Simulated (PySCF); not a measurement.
H4BCl3GeO4Si, SMILES OB(O)O[SiH2][O][Ge]([Cl])([Cl])[Cl], PBE0/def2-SVP optimised geometry.

```
14

Ge     2.08    -1.88     0.00
Cl     1.37    -2.88     1.75
Cl     1.37    -2.89    -1.73
Cl     4.20    -1.88     0.00
O      1.56    -0.22     0.00
Si     0.21     0.62     0.51
O     -1.10    -0.33     0.15
B     -2.44    -0.15     0.37
O     -2.83     1.02     0.96
O     -3.27    -1.16    -0.01
H      0.30     0.85     1.97
H      0.19     1.88    -0.27
H     -3.77     1.13     1.10
H     -4.20    -1.01     0.16
```

Density from PBE0/def2-TZVP (PySCF) at that geometry.

Minimum of the electron density along straight lines between bonded atoms, close to the bond critical point (lines longer than 1.1 times the sum of covalent radii, or with two minima, are not listed):

```csv
bond,length / Å,ρ at the minimum / e bohr⁻³,∇²ρ there / e bohr⁻⁵,position (fraction from the first atom)
Ge1–Cl2,2.133,0.111,0.17,0.43
Ge1–Cl3,2.126,0.112,0.17,0.43
Ge1–Cl4,2.127,0.112,0.17,0.43
Ge1–O5,1.736,0.155,0.76,0.48
O5–Si6,1.668,0.128,0.75,0.59
Si6–O7,1.658,0.133,0.78,0.41
O7–B8,1.364,0.206,0.90,0.67
B8–O9,1.371,0.206,0.88,0.33
B8–O10,1.361,0.212,0.88,0.33
Si6–H11,1.486,0.126,0.13,0.49
Si6–H12,1.484,0.126,0.13,0.49
O9–H13,0.960,0.361,-2.47,0.81
O10–H14,0.959,0.361,-2.48,0.81
```
